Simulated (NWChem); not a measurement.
C$_{2}$H$_{7}$BN$_{2}$; SMILES NB(N)C=C

```xyz
12

B      0.0099     0.5151     0.0609
C      0.6269    -0.9310     0.1977
C      0.0043    -2.0619    -0.1561
H      1.6523    -1.0277     0.5831
H      0.4704    -3.0493    -0.0640
H     -1.0100    -2.0507    -0.5734
N      0.8884     1.6158    -0.1024
H      1.8839     1.4932    -0.2135
H      0.5843     2.5711    -0.2263
N     -1.3964     0.6842     0.0956
H     -1.8649     1.5726    -0.0115
H     -2.0162    -0.0738     0.3397
```
Atoms are numbered in this order, from 1.

Level: PBE0/def2-SVP (NWChem), optimised geometry, unscaled harmonic frequencies. 

| frequency (cm⁻¹) | IR intensity (km/mol) |
|---|---|
| 90 | 1.0 |
| 210 | 0.2 |
| 320 | 5.2 |
| 338 | 34.0 |
| 363 | 239.7 |
| 382 | 93.9 |
| 438 | 0.9 |
| 509 | 2.3 |
| 588 | 1.8 |
| 697 | 19.8 |
| 745 | 1.6 |
| 851 | 0.7 |
| 920 | 3.9 |
| 977 | 33.3 |
| 1019 | 7.8 |
| 1055 | 10.3 |
| 1258 | 49.9 |
| 1324 | 67.9 |
| 1410 | 89.6 |
| 1437 | 43.5 |
| 1593 | 63.0 |
| 1603 | 274.4 |
| 1711 | 19.8 |
| 3130 | 26.2 |
| 3142 | 5.0 |
| 3228 | 16.9 |
| 3651 | 48.2 |
| 3654 | 12.1 |
| 3758 | 28.2 |
| 3761 | 19.1 |

- zero-point energy = 63.1 kcal/mol
- thermal correction to the enthalpy at 298.15 K (with zero-point energy) = 67.9 kcal/mol
- heat capacity Cv = 24.0 cal/(mol K)
- entropy at 298.15 K and 1 atm (symmetry number 1) = 78.0 cal/(mol K)
- dipole moment = 1.45 D

Rigid rotor and harmonic oscillator; modes under 100 cm⁻¹ make the entropy uncertain.
